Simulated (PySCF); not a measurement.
C₃H₂O, SMILES C#CC=O. The structure is a stationary point at B3LYP-D3(BJ)/def2-SVP.

These are PySCF 2.14.0 with B3LYP-D3(BJ)/def2-SVP values and carry that method's errors.

Harmonic wavenumbers (cm⁻¹): 217, 289, 637, 703, 761, 961, 1010, 1405, 1800, 2204, 2926, 3461. Rotational constants (GHz): 68.12, 4.782, 4.468; symmetry number 1.

Work out the zero-point energy and the ideal-gas rigid-rotor harmonic-oscillator thermochemistry at 298.15 K and 1 atm.

ZPE = ½ Σ hcν = ½ × 16374 cm⁻¹ = 97.94 kJ/mol. H − E(el) = 111.53 kJ/mol. Entropy in J/(mol K): translation 158.51, rotation 95.88, vibration 19.32, total 273.71. G − E(el) = 29.92 kJ/mol. Cp = 62.24 J/(mol K).
